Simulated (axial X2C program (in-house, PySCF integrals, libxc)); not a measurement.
**ScB⁺: cheaper levels and CCSD(T), two-component**

Calculated with an in-house relativistic program for diatomic molecules. Two-component (2c) means X2C with spin–orbit coupling and atomic mean-field two-electron Coulomb and Gaunt terms. Basis: Sc dyall-cv3z [10s11p7d5f2g], B dyall-v3z [7s6p2d1f] (cores contracted in-house); Gaussian nuclei, density fitting, unrestricted open shells. Masses: Sc 44.956 u, B 11.009 u.

State: Ω = 3/2 (⟨Sz⟩ = 1.50, ⟨Lz⟩ = 0.00 at HF); fragments Sc+ + B.

```
    level  Re (Å)  ωe (cm⁻¹)
     PBE0   2.108      536.5
       HF   2.234      436.1
      MP2   2.056      584.3
     CCSD   2.131      553.2
BHandHLYP   2.149      507.7
```

Correlated methods: 13 electrons correlated (number of frozen shells: Sc 2 s, 1 p; B 1 s), 281 virtual spin orbitals or spinors in MP2, 90 natural virtuals in coupled cluster.

CCSD(T), same Hamiltonian and basis:

Re = 2.123 Å, ωe = 552.7 cm⁻¹; T1 = 0.033 (Lee–Taylor normalisation).

**Question.** Give the differences from CCSD(T) in the columns below.

**Answer.** 

```json
{"level": "PBE0", "ΔRe (Å)": "-0.015", "Δωe (cm⁻¹)": "-16"}
{"level": "HF", "ΔRe (Å)": "0.111", "Δωe (cm⁻¹)": "-117"}
{"level": "MP2", "ΔRe (Å)": "-0.067", "Δωe (cm⁻¹)": "32"}
{"level": "CCSD", "ΔRe (Å)": "0.008", "Δωe (cm⁻¹)": "0"}
{"level": "BHandHLYP", "ΔRe (Å)": "0.026", "Δωe (cm⁻¹)": "-45"}
```

The state is a single determinant with fixed occupations, the lowest that a limited PBE0 search found. De is not given where an atomic determinant may have missed its ground term or J level, or where the truncated virtual space spoils (T). Density functionals use the spin component along the axis (collinear). Coupled cluster ran in a truncated set of natural virtual spinors; the MP2 energy of the rest was added. (T) has no such correction and the atoms are truncated less, which lowers De at CCSD(T) by a hundredth of an eV or more. PBE0 can misorder states that lie within some tenths of an eV, so this need not be the ground state of the molecule. The nearest other 2c determinant of the search, Ω = 1/2, lies 0.36 eV up at the distance of the search. Without a current term, density functionals place determinants with orbital angular momentum somewhat too high. With several unpaired electrons one determinant need not be a pure state. Some points did not converge and are left out. This is the top spin component of a Σ state; components of lower Ω are not single determinants and can lie lower.
